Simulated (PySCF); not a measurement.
## Electron correlation in P²⁺ (phosphorus, charge +2)

[Ne] 3s2 3p1, 2P determinant. Computed with PySCF 2.14 in aug-cc-pVDZ-DK (5s4p2d, 27 functions), with the spin-free X2C one-electron Hamiltonian (Gaussian nucleus). Frozen: [Ne]; 3 electrons correlated.

MP2 pair energies summed by pair of shells (mhartree):

| pair | energy | share (%) |
| --- | --- | --- |
| 3s-3s | -22.38 | 58.0 |
| 3s-3p | -16.19 | 42.0 |

Total MP2 correlation energy: -38.57 mhartree.

Same-spin part -2.33 and opposite-spin part -36.24 mhartree; SCS-MP2 scales them by 1/3 and 6/5 to -44.27 mhartree.

```
  level  correlation energy (mhartree)
   CCSD                         -58.13
    (T)                          -0.62
CCSD(T)                         -58.75
```

Diagnostics: T1 = 0.010, D1 = 0.0242, largest double amplitude 0.110.

Cost of the coupled-cluster step: 0.06 s of wall time on 1 thread of AMD EPYC 9R45 96-Core Processor (shared host), for 3 correlated electrons.
